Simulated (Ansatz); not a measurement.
**Worked example: C2H6O2S + Ge(OH)2 → CH4O3S + Ge(CH3)(OH)**

Species: C2H6O2S (dimethyl sulfone) `CS(C)(=O)=O`, singlet; Ge(OH)2, singlet; CH4O3S (methanesulfonic acid) `CS(=O)(=O)O`, singlet; Ge(CH3)(OH), singlet. The partners trade CH3 for OH: S–CH3 and Ge–OH bonds give way to S–OH and Ge–CH3.

Shapes, held fixed at every level: PBE0-D4/def2-TZVP. Flexible molecules stand in one conformer, not always the lowest. Programs: Ansatz 0.2.0. The zero-point and thermal change to 298 K, harmonic and unscaled (PBE0-D4/def2-TZVP), is -1.1 kJ/mol.

At CCSD(T)/def2-TZVPP; 1 Eh = 2625.50 kJ/mol:

```
    species   energy (Eh)
    C2H6O2S   -627.656294
    Ge(OH)2  -2227.126535
     CH4O3S   -663.562049
Ge(CH3)(OH)  -2191.185711
```

**Question.** Work out ΔH(298 K) of the reaction at this level.

**Answer.** 
1. Products less reactants: (-663.562049) + (-2191.185711) − [(-627.656294) + (-2227.126535)] = 0.035069 Eh = +92.1 kJ/mol.
2. With the thermal change: +92.1 + (-1.1) = +91.0 kJ/mol.

Other levels give +89.6 (PBE0-D4/def2-TZVPP) to +107.5 kJ/mol (MP2/def2-SVP). No measured value is set beside it here. Relativity is left out for Ge. Outer-core shells of Ge are correlated in most correlated rows, in sets that cover them unevenly.
